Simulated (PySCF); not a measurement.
Structure from 2D NMR

Compound of formula C$_{8}$H$_{8}$. Correlations simulated from computed shifts and the bond graph:

HSQC (one-bond C–H):
| δH | δC |
| --- | --- |
| 6.56 | 122.3 |
| 5.50 | 98.8 |
| 2.49 | 22.5 |
| 2.48 | 39.6 |
| 1.51 | 76.8 |

COSY cross peaks (H two or three bonds apart, from the bond graph; peaks can be absent where the dihedral angle is near 90°):
| δH | δH |
| --- | --- |
| 6.56 | 2.48 |
| 2.49 | 2.48 |

HMBC (two and three bonds, from the bond graph):
| δH | δC |
| --- | --- |
| 6.56 | 185.8, 177.9, 39.6, 22.5 |
| 5.50 | 185.8, 177.9 |
| 2.49 | 122.3, 88.3, 76.8, 39.6 |
| 2.48 | 177.9, 122.3, 88.3, 22.5 |
| 1.51 | 88.3, 22.5 |

Carbons without hydrogens: δ 185.8, 177.9, 88.3.

- shieldings: GIAO PBE0/pcSseg-1
- coordinates at the GFN2-xTB level
- program: PySCF
- one computed conformer, one averaged value for each set of equivalent atoms, gas phase, relativity neglected

Scale: TMS for ¹H (σ = 31.72 ppm) and ¹³C (σ = 186.93 ppm) (reference shieldings calculated alike).

Exchangeable hydrogens are left out of these lists.

Task: Work out the connectivity.

Result: SMILES C(C#C)CC=C=C=C.

Mapped SMILES: `[CH:1]#[C:2][CH2:3][CH2:4][CH:5]=[C:6]=[C:7]=[CH2:8]`. Each H is labelled by its parent atom.

1. δC 185.8 is C7, a central carbon of an allene.
2. δC 177.9 is C6, a central carbon of an allene.
3. δC 122.3 is C5, a terminal carbon of a cumulated C=C=C unit (δH 6.56).
4. δC 98.8 is C8, a terminal carbon of a cumulated C=C=C unit (δH 5.50).
5. δC 88.3 is C2, an alkyne carbon.
6. δC 76.8 is C1, a terminal alkyne carbon (δH 1.51).
7. δC 39.6 is C4, an allylic sp3 CH2 (δH 2.48).
8. δC 22.5 is C3, a propargylic sp3 CH2 (δH 2.49).
9. HMBC from δH 6.56 reaches the proton-free carbons C7, C6.
10. HMBC from δH 5.50 reaches the proton-free carbons C7, C6.
11. HMBC from δH 2.49 reaches the proton-free carbon C2.
12. HMBC from δH 2.48 reaches the proton-free carbons C6, C2.
13. COSY links 6.56–2.48, 2.49–2.48.

The shifts were computed for this structure.

Shifts are as computed. Against solution values, carbons near 30 ppm lie about +3 ppm off and those near 130 ppm about +5 ppm. Of 1211 compounds with measured shifts, 218 miss one by over three times the rms of a fit or turn the order of signals round; such compounds aren't used in these exercises.
